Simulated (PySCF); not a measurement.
C5H4F2O, SMILES C=C=C1CC(F)(F)O1. Coordinates come from a B3LYP-D3(BJ)/def2-SVP optimisation. The structure was generated by enumeration, and PubChem lists no compound with its InChIKey, so it may never have been made.

Task: Give the equilibrium geometry at B3LYP-D3(BJ)/def2-SVP (PySCF confirms it by a frequency run) as bond lengths and angles, and its point group. (An estimate is asked for; the answer gives what the named calculation found.)

Result: point group Cs.
Atoms: C1 C2 C3 C4 C5 F6 F7 O8 H9 H10 H11 H12. Bonded distances (Å): C1–C2 1.310, C1–H9 1.097, C1–H10 1.097, C2–C3 1.304, C3–C4 1.516, C3–O8 1.412, C4–C5 1.534, C4–H11 1.098, C4–H12 1.098, C5–F6 1.341, C5–F7 1.341, C5–O8 1.402. Angles (°): C2–C1–H9 121.7, C2–C1–H10 121.7, H9–C1–H10 116.7, C1–C2–C3 178.5, C2–C3–C4 138.5, C2–C3–O8 128.3, C4–C3–O8 93.2, C3–C4–C5 82.6, C3–C4–H11 116.0, C3–C4–H12 116.0, C5–C4–H11 114.2, C5–C4–H12 114.2, H11–C4–H12 111.2, C4–C5–F6 116.6, C4–C5–F7 116.6, C4–C5–O8 92.8, F6–C5–F7 107.1, F6–C5–O8 111.6, F7–C5–O8 111.6, C3–O8–C5 91.4.
Charge 0, spin multiplicity 1.
